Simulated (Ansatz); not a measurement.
## Correcting a cheap level on S-containing molecules

The vertical ionisation energy (cation less neutral) in eV of 7 S-containing molecules: x at wB97X-V/def2-TZVPP, y at CCSD(T)/def2-TZVPP. Shapes, held fixed at every level: PBE0-D4/def2-TZVP. Flexible molecules stand in one conformer, not always the lowest. Programs: Ansatz 0.2.0.

```
                    molecule  x (eV)  y (eV)
         CH4S (methanethiol)    9.42    9.37
     C2H4OS (SMILES O=S1CC1)    9.57    9.59
        S8 (cyclooctasulfur)    9.64       ?
     SF2 (sulfur difluoride)   10.20   10.11
      H2S (hydrogen sulfide)   10.41   10.30
                   GaH3(SH2)   10.45   10.44
S2F2 (Thio-thionyl fluoride)   10.52   10.48
```

Task: Fit y = c + s·x to the known rows and predict y for S8.

Result: 
1. Means of the 6 rows: x = 10.0950, y = 10.048.
2. Σ(Δx)² = 1.1481, Σ(Δx·Δy) = 1.1068, so the slope is 1.1068/1.1481 = 0.96403.
3. Intercept: 10.048 − (0.96403) × 10.0950 = 0.316. The largest residual of the fit is 0.052.
4. S8: 0.316 + 0.96403 × 9.64 = 9.61 eV.

CCSD(T)/def2-TZVPP gives 9.33 eV, so the prediction is off by +0.28 eV, more than the largest residual. Uncorrected, wB97X-V/def2-TZVPP misses it by +0.31 eV, and the other rows by 0.05 on average. The line doesn't help this one. Left out in turn, the other rows are missed by 0.06 eV on average, so the withheld one doesn't follow the line. Cations run unrestricted. Relativity is left out for Ga. Outer-core shells of Ga are correlated, in sets that cover them unevenly.
